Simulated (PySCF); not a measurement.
**Telling isomers of C7H11O2P apart by NMR**

One averaged value for each set of equivalent atoms, one computed conformer, isolated molecule, relativity neglected. Geometry from GFN2-xTB; σ from GIAO-PBE0/pcSseg-1; PySCF.

Scale: $^{1}$H, $^{13}$C against TMS (reference shieldings calculated alike). Splittings of carbon signals by F and P are missing where no couplings were computed. Where no couplings were computed, multiplicities follow the n + 1 count of equivalent neighbours, and m marks all less simple cases (inequivalent or close neighbours, rings, F or P nearby). Shifts are as computed. Against solution values, carbons near 30 ppm lie about +3 ppm off and those near 130 ppm about +5 ppm. Of 1211 compounds with measured shifts, 218 miss one by over three times the rms of a fit or turn the order of signals round; such compounds aren't used in these exercises.

(1) Tabulate the signals of `COC1=C[P@@](C)(=O)C=C1C`, `C=CP1(=O)CCC(=O)CC1` and their relative energies.

(2) What is the quickest way to tell COC1=C[P@@](C)(=O)C=C1C from C=CP1(=O)CCC(=O)CC1?

Answers

(1) 
| SMILES | carbon types | δC | δH | E rel. (kcal/mol) |
| --- | --- | --- | --- | --- |
| COC1=C[P@@](C)(=O)C=C1C | 2×C 2×CH 3×CH3 | 173.8, 155.9, 134.9, 96.9, 57.8, 19.3, 18.5 | 6.03 (m, 1H), 4.62 (m, 1H), 3.83 (s, 3H), 2.01 (s, 3H), 1.48 (m, 3H) | 12.4 |
| C=CP1(=O)CCC(=O)CC1 | 1×C 1×CH 5×CH2 | 214.9, 145.0, 140.9, 39.8, 35.5 | 7.01 (m, 1H), 6.69 (m, 1H), 6.18 (m, 1H), 3.45 (m, 2H), 2.49 (m, 2H), 2.10 (m, 2H), 1.75 (m, 2H) | 0.0 |

Energies are electronic energies at PBE0/pcSseg-1 on these geometries, without zero-point or thermal terms, each for the one conformer computed, which needn't be the lowest.

(2) Count the carbon signals: 7 against 5. The first has a methyl carbon bonded to O (CH3) at 57.8 ppm, the second a terminal =CH2 carbon at 145.0 ppm. Their most deshielded carbons lie at 173.8 and 214.9 ppm. In the proton spectra the most deshielded non-exchanging signals are 6.03 (m, 1H) and 7.01 (m, 1H).
